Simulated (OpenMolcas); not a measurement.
**An input for GeNH3 (SMILES [NH2][GeH])**

The species is GeNH3 (5 atoms), meant as a singlet with charge 0. As SMILES, `[NH2][GeH]`. The coordinates come from a PBE0-D4/def2-TZVP relaxation. This is one conformer, not always the lowest.

```xyz
5

N    -0.0841   -0.6022    0.0974
Ge    0.9888    0.8534    0.2598
H     0.1806   -1.5020    0.4653
H    -0.9850   -0.6201   -0.3525
H    -0.0503    1.7972   -0.5113
```

Settings wanted:

* method: DFT
* reference: RKS
* symmetry: none
* basis set: 6-31G*
* task: gradient
* functional: B3LYP
* nucleus: point
* integration grid: UltraFine
* SCF convergence threshold: 1e-10
* d and f functions: Cartesian

Give an OpenMolcas 26.06 job that does this.

One that was run (others would do as well):

mol.inp:
```
* GeH3N Kohn-Sham DFT
&GATEWAY
BASLIB = $CurrDir
COORD
5
angstrom
N       -0.084100      -0.602200       0.097400
Ge       0.988800       0.853400       0.259800
H        0.180600      -1.502000       0.465300
H       -0.985000      -0.620100      -0.352500
H       -0.050300       1.797200      -0.511300
BASIS = 6-31Gs
GROUP = NoSym
&SEWARD
GRIDINPUT
Grid=UltraFine
End of Grid
&SCF
KSDFT = B3LYP
THRESHOLDS = 1e-10 1e-07 1e-07 1e-05
PRORBITALS = 1 2
&ALASKA
```

```bash
$ export MOLCAS_MEM=1860
$ pymolcas mol.inp > mol.log
```

(Basis files named in the input come from the Basis Set Exchange and aren't shown.)

Calculated total energy: -2133.31384 Eh, largest force 0.504 eV/Å.
